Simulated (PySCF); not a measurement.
# Calculated properties of `O(C(=O)/C=C/c1ccccc1)C`

Compound: C10H10O2.
Z-matrix (Å and degrees, PBE0-D3(BJ)/def2-SVP geometry), rows numbered from 1:
```
C 
O   1  1.4142
C   2  1.3416  1  115.61
O   3  1.2070  2  123.04  1     0.19
C   3  1.4737  2  111.09  1  -179.71
C   5  1.3441  3  119.79  2   178.33
C   6  1.4592  5  127.63  3  -179.75
C   7  1.4060  6  122.95  5     0.04
C   8  1.3886  7  120.69  6  -179.97
C   9  1.3970  8  120.28  7    -0.01
C  10  1.3933  9  119.78  8     0.00
C  11  1.3920 10  119.89  9    -0.00
H   1  1.1005  2  111.00  3   -56.31
H   1  1.0962  2  106.44  3  -176.44
H   1  1.1008  2  110.91  3    63.81
H   5  1.0918  3  116.83  2    -1.37
H   6  1.0963  5  115.96  3     0.30
H   8  1.0920  7  119.80  6     0.04
H   9  1.0927  8  119.74  7   179.99
H  10  1.0925  9  120.06  8   179.98
H  11  1.0924 10  120.19  9   179.99
H  12  1.0932  7  118.96  6    -0.02
```

Some functional groups and rings: ester, C=C double bond and benzene ring.

PBE0-D3(BJ)/def2-SVP geometry optimisation, gas phase (PySCF):

| Item | Value |
| --- | --- |
| Rotational constants A, B, C | 3.517, 0.355, 0.323 GHz |

CAM-B3LYP/def2-SVPD ground state and vertical TDDFT (core frozen in the response) (PySCF):

| Item | Value |
| --- | --- |
| Dipole moment | 2.10 D |
| HOMO energy | -8.07 eV |
| LUMO energy | -0.95 eV |
| HOMO–LUMO gap | 7.12 eV |
| Lowest singlet excitation | 4.63 eV (268 nm, f = 0.688) |
| Strongest line among the 10 lowest singlet transitions | S1 at 4.63 eV (268 nm, f = 0.688) |
| Lowest triplet excitation (Tamm–Dancoff) | 2.91 eV |
| Static isotropic polarisability | 136.2 au |
| Electronic spatial extent ⟨r²⟩ about the centre of nuclear charge | 3244 bohr² |

**CAM-B3LYP/pcSseg-1 ground state and GIAO shieldings, non-relativistic (PySCF)**

| Property | Result |
| --- | --- |
| 13C chemical shifts (computed TMS as zero) by class | 175.6 (C3), 157.9 (C6), 142.4 (C7), 140.1 (C10), 138.2 (C8/C12), 137.7 (C9/C11), 124.0 (C5), 52.4 (C1) ppm |
| 1H chemical shifts (computed TMS as zero) by class | 7.84 (H17), 7.70 (H18/H22), 7.48 (H19/H21), 7.43 (H20), 6.46 (H16), 3.75 (H13/H14/H15) ppm |
| Isotropic shieldings of nuclei other than C and H, by class | -70 (O4), 149 (O2) ppm |

From B3LYP/pcJ-1 indirect spin-spin coupling, non-relativistic, gas phase; spin–dipole term left out (PySCF):

| Property | Result |
| --- | --- |
| Largest of the computed one-bond spin–spin couplings (means over like bonds) | 13C–1H +167.9 (C5–H16), 13C–1H +167.9 (C10–H20), 13C–1H +167.9 (C9–H19 and 1 like it), 13C–1H +165.9 (C8–H18 and 1 like it), 13C–1H +163.7 (C6–H17), 13C–1H +151.6 (C1–H13 and 2 like it) Hz |

Monoisotopic mass (most abundant isotopes): 162.0681 u.

In atomic units the dipole is 0.83 e·bohr (1 au = 2.5417 D). The largest Löwdin shares of the HOMO are 0.19 on C5, 0.15 on C7, 0.14 on C10 and 0.11 on C6. The rotational constants make it an asymmetric top with κ = (2B − A − C)/(A − C) = -0.98, nearer the prolate limit (−1). S1 lies 2.49 eV below the HOMO–LUMO gap; its leading configuration is HOMO→LUMO, weight 0.95. The polarisability is 20.19 Å³ as a volume (1 au = 0.148185 Å³), or 1.58 au for each of the 86 electrons.

 NMR classes are plain means over equivalent atoms (diastereotopic ones count apart unless rotation or inversion swaps them), as if these changed places fast; in this geometry the members of some classes differ.

One conformer stands for the species.
